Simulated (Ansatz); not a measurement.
Ideal-gas functions of CH₂AlFO (`O=[CH][AlH][F]`) at 298.15 K and 1 bar, from an Ansatz frequency run at PBE0-D4/def2-TZVP.

Molar mass 76.01 g/mol, point group Cs (symmetry number 1), electronic degeneracy 1, moments of inertia 19.509, 177.204, 196.713 u Å². Harmonic wavenumbers (cm⁻¹, unscaled): 44, 130, 270, 431, 627, 649, 802, 844, 1379, 1735, 1986, 2820.

Use S(trans) = R[1.5 ln M + 2.5 ln T − 1.1517]; rotational temperatures θ = 24.2544 K / I; S(rot) = R[ln(√π/σ · √(T³/θAθBθC)) + 1.5]; for each mode x = 1.438777 ν̃/T, S = R[x/(eˣ − 1) − ln(1 − e⁻ˣ)] and H = RT x/(eˣ − 1); 1 cm⁻¹ = 0.0119627 kJ/mol; R = 8.31446 J/(mol·K).

Task: By hand: the entropy, in J/(mol·K).

Result: Translation 162.9. Rotation: θ = 1.2432, 0.1369, 0.1233 K, giving 104.4. Vibration, mode by mode: 21.21, 12.33, 6.68, 3.58, 1.70, 1.56, 0.86, 0.73, 0.08, 0.02, 0.01, 0.00, in all 48.7. Electronic 0.0. Sum 316.0 J/(mol·K).

Task: By hand: H − E and G − E in kJ/mol, counted from the electronic energy.

Result: Zero-point energy ½ × 11717 × 0.0119627 = 70.1; thermal vibration 7.1; translation, rotation and pV give 4 RT = 9.9. H − E = 87.1 kJ/mol, and G − E = 87.1 − 298.15 × 316.0/1000 = -7.1 kJ/mol.

Vibration gives 15 % of the entropy, 33.5 J/(mol·K) of it from the modes under 150 cm⁻¹: soft modes count most, and the harmonic formula is weakest for them. The sum counts one conformer and one mirror image; others add a mixing term.
